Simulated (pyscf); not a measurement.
C₂H₆Si (SMILES C1C[SiH2]1) → H₂C=CH–SiH₃ (SMILES C=C[SiH3]), a rearrangement (singlet surface; C–Si, C–H broken, H–Si formed). Structures and frequencies: ωB97X-D3(BJ)/def2-SVP in PySCF. Correlated levels are frozen-core, on RHF or UHF. ΔMP2 is the change of the MP2 total energy from the triple- to the quadruple-zeta basis. Energies in kJ/mol from the reactant's lowest minimum found.

Small-basis levels: PySCF, no dispersion term, spherical d functions. 

Task: In single points BP86/6-31G* puts the saddle at 269.6 kJ/mol and the reaction energy at -25.5 kJ/mol. Should these be trusted to within a few kcal/mol? Compare with CCSD(T)/def2-TZVPP + ΔMP2(QZVPP).

Result: CCSD(T)/def2-TZVPP + ΔMP2(QZVPP) gives ΔE‡ = 262.6 kJ/mol and ΔE = -35.4 kJ/mol. BP86/6-31G* lies 7.1 kJ/mol over it in the barrier and 10.0 kJ/mol over it in the reaction energy, so on this step it holds to within 12.6 kJ/mol. CCSD(T)/def2-TZVPP + ΔMP2(QZVPP) has limits of its own. The same reactants have a lower exit, to H₃C–CH₂–SiH: [singlet] (barrier +110.2 kJ/mol at ωB97M-D3(BJ), against +259.8 kJ/mol here). This is the saddle that the search found; another between the same sides may lie lower. The CCSD(T) − MP2 part came from Ansatz, without density fitting, on the same reference.
